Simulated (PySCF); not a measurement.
Work out the structure from these simulated measurements.

Formula: C6H9FO.

- UV, strongest line: among the 8 lowest singlet transitions: S8 at 8.45 eV (147 nm, f = 0.133) [TDDFT PBE0/def2-SVPD]
- 13C NMR: chemical shifts (computed TMS as zero) by class: 177.2 (1 C), 43.1 (1 C), 32.5 (2 C), 30.2 (2 C) ppm [GIAO PBE0/pcSseg-1]
- Dipole: 3.29 D [PBE0/def2-SVPD]
- 1H NMR: chemical shifts (computed TMS as zero) by class: 2.97 (1 H), 2.27 (2 H), 1.91 (2 H), 1.69 (2 H), 1.58 (2 H) ppm [GIAO PBE0/pcSseg-1]
- NMR, other nuclei: isotropic shieldings of nuclei other than C and H, by class: -112 (1 O), 125 (1 F) ppm [GIAO PBE0/pcSseg-1]
- Polarisability: 69.8 au [PBE0/def2-SVPD]
- Triplet: lowest triplet excitation (Tamm–Dancoff): 5.45 eV [TDA PBE0/def2-SVPD]
- Rotational structure: rotational constants A, B, C: 3.852, 1.506, 1.321 GHz [GFN2-xTB]

Gas-phase values; electronic properties from PySCF, density fitting. Levels stand in brackets. Geometry: GFN2-xTB, one conformer, isolated molecule. NMR values are class means; diastereotopic atoms form classes of their own.

Question: Propose a structure and show how it fits.

Answer: Numbering: `[O:1]=[C:2]([F:3])[CH:4]1[CH2:5][CH2:6][CH2:7][CH2:8]1`. Its formula, C6H9FO, gives 2 degrees of unsaturation: 1 ring and 1 π bond in the structure found. 6 carbons fall into 4 classes; from least to most shielded: acyl halide carbon [C2] (177.2 ppm), sp3 carbon next to a carbonyl [C4] (43.1 ppm), ring CH2 carbon [C5/C8] (32.5 ppm, 2 C, up to 6.9 ppm apart in this geometry), ring CH2 carbon [C6/C7] (30.2 ppm, 2 C). Hydrogen classes from least to most shielded: 1 H on an sp3 carbon next to a carbonyl, C4 (2.97 ppm), 2 H on 2 ring CH2 carbons, C5/C8 (2.27 ppm), 2 H on 2 ring CH2 carbons, C5/C8 (1.91 ppm), 2 H on 2 ring CH2 carbons, C6/C7 (1.69 ppm, a mean of values up to 0.6 ppm apart in this geometry), 2 H on 2 ring CH2 carbons, C6/C7 (1.58 ppm). The other shieldings belong to: -112 ppm, carbonyl oxygen [O1]; 125 ppm, acyl fluorine [F3]. The optimised geometry has point group C1 and is an asymmetric top. Structure: `O=C(F)C1CCCC1`. Computed isomers that give other values at the same levels: `C=C[C@@H]1C[C@@H](CF)O1` (13C chemical shifts (computed TMS as zero) by class: 151.8 (1 C), 121.0 (1 C), 89.5 (1 C), 84.1 (1 C), 77.0 (1 C), 36.1 (1 C) ppm); `C[C@@H]1C[C@H](F)[C@@H]2O[C@@H]21` (13C chemical shifts (computed TMS as zero) by class: 98.2 (1 C), 55.3 (1 C), 55.2 (1 C), 36.3 (1 C), 35.3 (1 C), 17.4 (1 C) ppm); `C[C@@H]1C=C(F)[C@@H](C)O1` (13C chemical shifts (computed TMS as zero) by class: 172.7 (1 C), 110.9 (1 C), 82.6 (1 C), 81.1 (1 C), 26.3 (1 C), 23.5 (1 C) ppm). The assignments are read from this structure; whether some other isomer fits the data as well wasn't checked.
